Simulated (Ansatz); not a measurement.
Input file:

```yaml
crystal:
  periodic: [false, false, false]
  atoms:
    - { symbol: Zr, position_ang: [0.0, 0.0, 0.0] }
    - { symbol: O, position_ang: [0.0, 0.0, 2.42] }
    - { symbol: H, position_ang: [-0.9095, -0.2814, 2.7571] }
    - { symbol: Cl, position_ang: [2.3764, 0.0, -0.8392] }
    - { symbol: Cl, position_ang: [-1.1869, 2.0563, -0.8392] }
    - { symbol: O, position_ang: [-0.975, -1.6891, -0.6893] }
    - { symbol: H, position_ang: [-1.4296, -2.1548, 0.0831] }
    - { symbol: H, position_ang: [1.1276, 1.7004, 0.6779] }
    - { symbol: H, position_ang: [0.8486, 1.2798, 1.7004] }
basis:
  gaussian: { orbitals: def2-SVP }
hamiltonian:
  xc: pbe
  dispersion: d4
relax:
  f_tol: 0.15
  max_steps: 25
  restrain:
    - { distance: [0, 7], at: 1.85, k: 30.0 }
    - { distance: [8, 1], at: 1.01, k: 30.0 }
    - { distance: [0, 1], at: 3.27, k: 30.0 }
    - { distance: [8, 7], at: 1.86, k: 30.0 }
```

Run as:

```bash
$ ansatz run input.yaml --threads 4 --pin off --max-ram 5120MiB --backend cpu --events-out ev --progress --plain --runs-dir out
```

Hardware: 4 threads of Arm Neoverse V1, on a shared host.

Q: Roughly how long does this run take, and how much memory?

A: 33 s, with a peak of 0.17 GiB, for 20 ionic steps.
